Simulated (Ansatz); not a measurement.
Cost and result for the atomization energy of `B[Se][SiH2]F` (8 atoms, 7 bonds).

Charge 0, multiplicity 1. Correlated methods include outer-core shells of Se, which these sets cover unevenly. Scalar relativity is left out up to krypton. The structure was optimised at the PBE0-D4/def2-TZVP level. It is one conformer, not always the lowest. Program: Ansatz. All runs use 4 threads of an INTEL XEON PLATINUM 8581C on a shared host. Times are those of one run each, without the atoms' runs, and a repeat can differ threefold. Electronic energies, without spin–orbit coupling; frozen cores. CCSD(T)/CBS adds CCSD(T) − MP2 in def2-TZVPP to the MP2 limit, and its time is that of the two runs behind it. T1 = 0.013. With those shells the extrapolation isn't a true limit. B3LYP takes the VWN-RPA correlation (the form of Gaussian; ORCA's B3LYP/G).

CCSD(T)/CBS is a level of theory with its own doubt, some kJ/mol a heavy atom from the limit and from the frozen cores, so smaller differences don't rank the functionals.

```tsv
level	functions	wall time	atomization (kcal/mol)	difference from CCSD(T)/CBS	per bond
PBE-D4/def2-TZVPP (with forces)	208	0.95 s	640.3	0.6	0.1
PBE0-D4/def2-TZVPP	208	1.2 s	632.8	-6.9	-1.0
r2SCAN-D4/def2-TZVPP (with forces)	208	1.6 s	641.2	1.5	0.2
B3LYP-D4/def2-TZVPP (with forces)	208	1.9 s	635.9	-3.8	-0.5
B2PLYP/def2-TZVPP	208	2.1 s	630.3	-9.4	-1.3
ωB97X-V/def2-TZVPP	208	2.8 s	640.2	0.5	0.1
ωB97M-V/def2-TZVPP (with forces)	208	3.9 s	636.9	-2.8	-0.4
MP2/def2-QZVPP	393	9 s	643.2	3.5	0.5
CCSD(T)/def2-TZVPP	208	29 s	621.7	-18.0	-2.6
CCSD(T)/CBS(def2)	–	38 s	639.7	0.0	0.0
```

The D4 term adds +6.9 kcal/mol with B3LYP and +3.5 kcal/mol with PBE0; it sums over pairs of atoms, weighted by their polarisabilities, and B3LYP, whose exchange is more repulsive, gets the larger term. From PBE to PBE0 (25 % exact exchange), in def2-TZVPP and without D4, the atomization energy moves by −6.9 kcal/mol: exact exchange takes away binding that semilocal exchange gives to molecules. In def2-TZVPP, CCSD(T) changes the Hartree–Fock value by +136.9 kcal/mol (the triples alone add +8.5 kcal/mol) and MP2 by +147.7 kcal/mol; breaking electron pairs costs correlation energy, which Hartree–Fock lacks.
